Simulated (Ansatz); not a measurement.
Molecule: GaI$_{2}$, charge -1, multiplicity 1. 
Coordinates optimised at B3LYP-D3(BJ)/def2-TZVP (Ansatz, an electronic-structure program):
```
Ga
I 1 2.8419
I 1 2.8419 2 103.06
```
Charge -1, spin multiplicity 1.

Basis-set convergence of Hartree-Fock and CCSD(T) correlation energies (hartree) with Ansatz. Correlated levels leave the core frozen unless marked. No spin-orbit coupling. The frozen core is the preceding noble-gas configuration, with the filled d and f shells of earlier blocks. In def2 rows, elements after Kr have scalar-relativistic effective core potentials. This anion needs diffuse functions, which these sets lack.

```json
[
 {"basis": "def2-SVP", "functions": "84", "E(HF)": "-2516.48917", "E(corr, CCSD(T))": "-0.27829"},
 {"basis": "def2-TZVPP", "functions": "148", "E(HF)": "?", "E(corr, CCSD(T))": "?"}
]
```

### Question
Fill in the missing entries.

### Answer

- def2-TZVPP, E(HF): -2516.75808
- def2-TZVPP, E(corr, CCSD(T)): -0.39102
